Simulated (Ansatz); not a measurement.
`B[SiH2]O` and `[BH2][GeH2][OH]` differ in one element.

Ansatz, PBE0-D4/def2-TZVP geometries, multiplicity 1. Each molecule was computed in one conformer, which needn't be the lowest.

Scalar relativity is left out up to krypton.

```json
{"property": "HOMO energy (PBE/def2-TZVPP) / eV", "`B[SiH2]O`": "-6.63"}
{"property": "LUMO energy (PBE/def2-TZVPP) / eV", "`B[SiH2]O`": "-3.47"}
{"property": "LUMO energy (ωB97M-V/def2-TZVPP) / eV", "`B[SiH2]O`": "-0.50"}
{"property": "HOMO–LUMO gap (ωB97M-V/def2-TZVPP) / eV", "`B[SiH2]O`": "9.67"}
{"property": "HOMO–LUMO gap (PBE/def2-TZVPP) / eV", "`B[SiH2]O`": "3.16"}
{"property": "HOMO–LUMO gap (PBE0/def2-TZVPP) / eV", "`B[SiH2]O`": "5.50"}
```

(1) What does the change do to each property? (Estimate.)

## Answers

(1) Ansatz gave: 
| property | `[BH2][GeH2][OH]` | shift |
| --- | --- | --- |
| HOMO energy (PBE/def2-TZVPP) / eV | -6.66 | -0.03 |
| LUMO energy (PBE/def2-TZVPP) / eV | -3.52 | -0.05 |
| LUMO energy (ωB97M-V/def2-TZVPP) / eV | -0.54 | -0.04 |
| HOMO–LUMO gap (ωB97M-V/def2-TZVPP) / eV | 10.00 | 0.33 |
| HOMO–LUMO gap (PBE/def2-TZVPP) / eV | 3.14 | -0.02 |
| HOMO–LUMO gap (PBE0/def2-TZVPP) / eV | 5.74 | 0.24 |
